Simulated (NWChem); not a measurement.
System: CH₄Cl₂SSi; SMILES CS[SiH](Cl)Cl

Input file for NWChem:

```
start job
memory heap 200 mb stack 900 mb global 1100 mb
geometry units angstroms noautosym nocenter noautoz
  Si     0.021637    -0.343417     0.461250
  Cl     1.946123    -0.375323    -0.286724
  Cl    -0.966486    -2.059626    -0.072214
  S     -1.091493     1.256296    -0.362979
  C     -0.023754     2.655377     0.122951
  H      0.149683    -0.289834     1.938324
  H     -0.475468     3.551717    -0.322069
  H      0.008200     2.779407     1.214435
  H      0.992199     2.530084    -0.275612
end
basis spherical
  * library def2-svp
end
dft
  xc xpbe96 cpbe96
  iterations 150
end
cosmo
  do_cosmo_smd true
  solvent water
end
task dft energy
```

Coordinates come from a PBE0/def2-SVP optimisation. Solvent: water.

Level: PBE/def2-SVP with SMD (1 M gas to 1 M solution), gas-phase geometry. Reactions with the solvent are ignored.

Question: Give the results of this calculation. (PBE/def2-SVP, SMD on the gas-phase geometry.) Quantities: solvation free energy (kcal/mol); cavity-dispersion-structure term (kcal/mol); dipole in solution (D).

Answer: 
| Item | Value |
|---|---|
| solvation free energy (kcal/mol) | -0.2 |
| cavity-dispersion-structure term (kcal/mol) | 2.5 |
| dipole in solution (D) | 2.98 |
